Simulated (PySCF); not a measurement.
H₄MgN₂.

```xyz
7

Mg     0.0000     0.0000     0.0000
N      0.0000     0.0000    -1.8899
H      0.5751     0.5751    -2.4887
H     -0.5751    -0.5751    -2.4887
N      0.0000     0.0000     1.8899
H      0.5751    -0.5751     2.4887
H     -0.5751     0.5751     2.4887
```
Charge 0, spin multiplicity 1.

The structure is a stationary point at B3LYP-D3(BJ)/def2-TZVP. Other conformers were not sampled.

These are PySCF with PBE0/pcSseg-2 values and carry that method's errors. Non-relativistic, no solvent.

Computed absolute GIAO shielding of each atom: isotropic value and principal components (ppm):
```
atom  σ(iso)    σ11    σ22    σ33   span
----  ------  -----  -----  -----  -----
Mg1    472.3  372.7  372.7  671.4  298.8
N2     283.6  258.0  296.1  296.7   38.7
H3      32.4   25.5   27.0   44.7   19.1
H4      32.4   25.5   27.0   44.7   19.1
N5     283.6  258.0  296.1  296.7   38.7
H6      32.4   25.5   27.0   44.7   19.1
H7      32.4   25.5   27.0   44.7   19.1
```
